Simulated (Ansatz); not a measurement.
**An elementary step**

Start structure (BNH6OF2, singlet), relaxed at PBE0-D4/def2-TZVP:

```
11
angstrom
B -1.1204 -0.9937 -0.5940
H -0.6564 -1.2244 -1.6934
F -1.9906 -1.9318 -0.1281
F -1.5693 0.3072 -0.4290
H 0.6043 -0.1146 0.4661
O 0.1366 -1.0421 0.4463
H 1.6900 1.7403 -0.1713
N 0.9630 1.4134 0.4529
H 0.7621 -1.7269 0.1938
H 1.1130 1.8358 1.3610
H 0.0676 1.7367 0.0957
```

The step: BH₃OF₂ ([OH2][BH]([F])[F]) + NH₃ → BNH₄OF₂ ([NH3][B]([OH])([F])[F]) + H₂; bonds formed: B1–N8, H2–H7, H5–N8; dative contacts that become bonds: B1–O6; bonds broken: B1–H2, H5–O6, H7–N8. Program: Ansatz 0.2.0. Basis: def2-TZVPP and def2-QZVPP. Cores are frozen in the correlated methods. Extrapolation: Hartree–Fock as exp(−7.88 √X), correlation as X^−2.97. Energies below are by CCSD(T) at an estimated basis limit (MP2 extrapolated from triple and quadruple zeta, plus CCSD(T) − MP2 in triple zeta).

Question: What are the electronic barrier and the energy of the step, from the start structure to the end structure? (An estimate is asked for; the value comes from the calculation.)

Answer: The calculation gives: Barrier 62.9 kJ/mol; step energy -81.3 kJ/mol (downhill); reverse barrier, their difference, 144.2 kJ/mol. Barrier and step energy count from the start structure, the reverse barrier from the end structure.

The saddle point: One imaginary mode of 664i cm⁻¹.
```json
{"pair": "B1–O6", "start (Å)": "1.63", "saddle (Å)": "1.42", "end (Å)": "1.41"}
{"pair": "B1–N8", "start (Å)": "3.35", "saddle (Å)": "2.81", "end (Å)": "1.66"}
{"pair": "H2–H7", "start (Å)": "4.08", "saddle (Å)": "1.01", "end (Å)": "0.75"}
{"pair": "H5–N8", "start (Å)": "1.57", "saddle (Å)": "1.02", "end (Å)": "1.01"}
{"pair": "B1–H2", "start (Å)": "1.22", "saddle (Å)": "1.41", "end (Å)": "3.77"}
{"pair": "H5–O6", "start (Å)": "1.04", "saddle (Å)": "2.16", "end (Å)": "2.57"}
{"pair": "H7–N8", "start (Å)": "1.01", "saddle (Å)": "1.29", "end (Å)": "3.06"}
```

Zero-point energy (harmonic, PBE0-D4): ZPE is 216.3 kJ/mol at the start and 206.0 kJ/mol at the saddle, so the barrier goes from 62.9 to 52.7 kJ/mol.

No T1 diagnostic of these runs exceeds 0.012.

The step is the kind of ligand exchange by which a precursor binds to a hydroxyl group, or is hydrolysed, in atomic layer deposition of oxides.

Labels in which every atom is bracketed show which atoms are joined, not bond orders.

For scale, one of the runs: CCSD(T)/def2-TZVPP, 239 basis functions, launched by `ansatz run in.yaml --threads 4 --pin off --events-out ev --progress --plain --max-ram 9574MiB`. Hardware: 4 CPU threads of an Arm Neoverse V1, shared host. Wall time 3.4 min; peak host memory 5.1 GiB.
